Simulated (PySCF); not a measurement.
C7H11Cl.
Z-matrix (Å and degrees, PBE0-D3(BJ)/def2-SVP geometry), rows numbered from 1:
```
Cl
C   1  1.7869
C   2  1.5353  1  115.45
C   3  1.5454  2   90.15  1  -121.74
C   4  1.5289  3  116.43  2  -104.24
C   5  1.5314  4  104.83  3    75.63
C   6  1.5311  5  103.54  4    37.40
C   7  1.5262  6  104.19  5   -38.26
H   2  1.0992  1  105.91  3   128.75
H   3  1.1012  2  114.73  1   119.50
H   3  1.0979  2  112.71  1    -5.51
H   4  1.0988  3  113.87  2   122.01
H   5  1.1027  4  109.35  3  -167.10
H   5  1.1015  4  112.79  3   -48.16
H   6  1.1042  5  110.24  4   -80.40
H   6  1.1003  5  113.20  4   160.41
H   7  1.1027  6  109.78  5    78.74
H   7  1.1016  6  113.59  5  -161.30
H   8  1.0980  2  112.86  1     2.92
```

Level: wB97X-D/def2-SVPD in PySCF, non-relativistic, on one gas-phase PBE0-D3(BJ)/def2-SVP geometry that isn't relaxed in the solvent. The solvent is an IEF-PCM continuum (van der Waals radii × 1.2), and excitations are vertical TDDFT with non-equilibrium linear response and a frozen core. The model holds no explicit solvent molecules, cavitation or dispersion.

Gas-phase singlets (H = HOMO, L = LUMO):

```tsv
state	E (eV)	λ (nm)	f	leading configurations
S1	7.175	173	0.005	H→L 63%, H→L+1 11%
S2	7.239	171	0.001	H-1→L 61%, H-1→L+2 12%
S3	8.291	150	0.001	H-2→L 73%
S4	8.313	149	0.018	H→L+1 58%, H→L+4 22%
S5	8.396	148	0.047	H-1→L+1 59%, H-1→L+4 24%
```

**Question.** Give the list for cyclohexane (ε = 2.017), n² = 2.04.

**Answer.** 
```tsv
state	E (eV)	λ (nm)	f	leading configurations	change by rank (eV)
S1	7.193	172	0.009	H→L 73%	+0.018
S2	7.262	171	0.002	H-1→L 71%	+0.023
S3	8.231	151	0.004	H-2→L 76%	-0.060
S4	8.330	149	0.024	H→L+1 60%, H→L+4 24%	+0.017
S5	8.421	147	0.075	H-1→L+1 59%, H-1→L+4 27%	+0.025
```

**Question.** Give the list for dimethylsulfoxide (ε = 46.83), n² = 2.19.

**Answer.** 
```csv
state,E (eV),λ (nm),f,leading configurations,change by rank (eV)
S1,7.214,172,0.013,H→L 80%,+0.039
S2,7.295,170,0.003,H-1→L 77%,+0.056
S3,8.154,152,0.007,H-2→L 70%,-0.137
S4,8.348,149,0.027,"H→L+1 68%, H→L+4 16%",+0.035
S5,8.448,147,0.082,"H-1→L+1 61%, H-1→L+4 19%",+0.052
```

**Question.** The ground-state energy changes by -0.126 eV from gas to dimethylsulfoxide. By how much does the total energy of gas-phase S5 change?

**Answer.** E(S5) = E(S0) + excitation energy, so it changes by -0.126 + 0.052 = -0.074 eV: it is lowered less than the ground state, which is what a blue shift means. This is the vertical state, with the slow part of the continuum still set for S0.

**Question.** How do the frontier levels move from gas to dimethylsulfoxide?

**Answer.** 
| orbital | gas (eV) | solvent (eV) | change (eV) |
| --- | --- | --- | --- |
| LUMO+2 | 2.76 | 2.87 | +0.11 |
| LUMO+1 | 2.44 | 2.58 | +0.14 |
| LUMO | 2.11 | 2.15 | +0.04 |
| HOMO | -9.87 | -9.90 | -0.03 |
| HOMO-1 | -9.95 | -10.00 | -0.05 |
| HOMO-2 | -10.62 | -10.43 | +0.19 |
| HOMO-3 | -11.11 | -10.91 | +0.20 |

The HOMO–LUMO gap goes from 11.98 to 12.05 eV. Rows go by rank; for HOMO-3, LUMO, LUMO+1 and LUMO+2 the atom shares or the degeneracy differ between the runs, so the row needn't follow one orbital.

wB97X-D is run here without its empirical dispersion term; that term would change no orbital, density or response property at a fixed geometry.
